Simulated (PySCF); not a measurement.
**Correlation energy of Sb⁺ (antimony, charge +1)**

[Kr] 4d10 5s2 5p2, high-spin 3P determinant. Calculation: PySCF 2.14, in x2c-TZVPPall with one added diffuse shell each of s, p, d, f type (9s7p5d3f, 76 functions); the spin-free X2C one-electron Hamiltonian (Gaussian nucleus). Frozen: [Kr] 4d10; 4 electrons correlated.

```csv
level,correlation energy (mhartree)
CCSD,-57.63
(T),-1.35
CCSD(T),-58.98
```

Diagnostics: T1 = 0.0073, D1 = 0.0195, largest double amplitude 0.091.

Cost of the coupled-cluster step: about 5 core-seconds, for 4 correlated electrons.

Iterations:

```
CC2 = 0
CCSD nocc = (np.int64(3), np.int64(1)), nmo = (53, 53)
frozen orbitals [[0, 1, 2, 3, 4, 5, 6, 7, 8, 9, 10, 11, 12, 13, 14, 15, 16, 17, 18, 19, 20, 21, 22], [0, 1, 2, 3, 4, 5, 6, 7, 8, 9, 10, 11, 12, 13, 14, 15, 16, 17, 18, 19, 20, 21, 22]]
max_cycle = 100
direct = 0
conv_tol = 1e-08
conv_tol_normt = 1e-06
diis_space = 8
diis_start_cycle = 0
Init t2, MP2 energy = -0.0447880982837655
Init E_corr(UCCSD) = -0.0447880982976929
cycle = 1  E_corr(UCCSD) = -0.0539464219911531  dE = -0.00915832369  norm(t1,t2) = 0.0422849
cycle = 2  E_corr(UCCSD) = -0.0563254386539695  dE = -0.00237901666  norm(t1,t2) = 0.015478
cycle = 3  E_corr(UCCSD) = -0.0576442379279505  dE = -0.00131879927  norm(t1,t2) = 0.00680958
cycle = 4  E_corr(UCCSD) = -0.0576282465148669  dE = 1.59914131e-05  norm(t1,t2) = 0.00113134
cycle = 5  E_corr(UCCSD) = -0.0576349532557052  dE = -6.70674084e-06  norm(t1,t2) = 0.000160789
cycle = 6  E_corr(UCCSD) = -0.0576335575422418  dE = 1.39571346e-06  norm(t1,t2) = 2.81581e-05
cycle = 7  E_corr(UCCSD) = -0.0576341975608929  dE = -6.40018651e-07  norm(t1,t2) = 4.7141e-06
cycle = 8  E_corr(UCCSD) = -0.0576340104624713  dE = 1.87098422e-07  norm(t1,t2) = 9.29936e-07
cycle = 9  E_corr(UCCSD) = -0.0576340254214728  dE = -1.49590015e-08  norm(t1,t2) = 1.71202e-07
cycle = 10  E_corr(UCCSD) = -0.057634029123841  dE = -3.70236816e-09  norm(t1,t2) = 3.69779e-08
UCCSD converged
E(UCCSD) = -6477.695229797447  E_corr = -0.057634029123841
UCCSD(T) correction = -0.0013547236679541
```
